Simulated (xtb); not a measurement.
Au2H8S2Si4, SMILES [Au][S][SiH2][SiH2][SiH2][SiH2][S][Au], multiplicity 1. All values are semi-empirical tight-binding results from xtb (GFN2-xTB unless named), good for trends rather than for accurate numbers. Geometry optimised at GFN2-xTB. The spin state was assumed, not searched. One conformer was computed; it need not be the lowest.

A frequency run showed that this geometry is not a minimum.

For metal compounds this method's bond lengths and energies can be far off.

```json
{
  "orbital_gap": "2.63 eV"
}
```
